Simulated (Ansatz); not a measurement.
`F[Si](F)(F)[SiH3]` + `[BH2][AlH][OH]` → `[BH2][AlH][O][SiH3]` + `F[SiH](F)F` at 600 K and 1 bar (cleavage of the Si–Si bond).

Gas-phase electronic energies from Ansatz, PBE0-D4/def2-TZVP geometries. CBS: MP2 limit from def2 TZ/QZ plus the TZ coupled-cluster correction, frozen cores. One conformer a species, not always the lowest.

| species | CCSD(T)/CBS energy (Eh) | H − E (kJ/mol) | S (J/(mol·K)) |
| --- | --- | --- | --- |
| `F[Si](F)(F)[SiH3]` | -879.54323 | 149.4 | 428.2 |
| `[BH2][AlH][OH]` | -344.39123 | 151.5 | 367.8 |
| `[BH2][AlH][O][SiH3]` | -634.71196 | 212.3 | 482.4 |
| `F[SiH](F)F` | -589.26725 | 84.1 | 330.7 |

H − E and S are ideal-gas, rigid-rotor, harmonic terms from PBE0-D4/def2-TZVP, for one conformer and one mirror image of each species. 1 Eh = 2625.50 kJ/mol, R = 8.31446 J/(mol·K).

By hand: ΔE, ΔH, ΔS and ΔG.

ΔE = (-634.71196) + (-589.26725) − (-879.54323) − (-344.39123) = -0.04475 Eh = -117.5 kJ/mol. Δ(H − E) = 212.3 + 84.1 − 149.4 − 151.5 = -4.5, so ΔH = -122.0 kJ/mol. ΔS = 482.4 + 330.7 − 428.2 − 367.8 = 17.1 J/(mol·K). ΔG = -122.0 − 600 × (17.1)/1000 = -132.3 kJ/mol.

By hand: the equilibrium constant, and the temperature at which ΔG would vanish if ΔH and ΔS stayed fixed.

log₁₀ K = −ΔG/(RT ln 10) = 11.5. ΔH and −TΔS have one sign here, so there is no such temperature.

ΔH outweighs TΔS. A doubt of 5 kJ/mol in ΔE shifts log₁₀ K by 0.4 here. Other conformers and mirror images would add mixing entropy, several J/(mol·K) or more a flexible species. Modes under 60 cm⁻¹, often nearly free rotors, make the harmonic entropy too high. These are equilibria of isolated gas molecules and say nothing of rates. Largest T1 diagnostic: 0.013 (customary marks: 0.02 for closed shells, 0.045 for open ones).
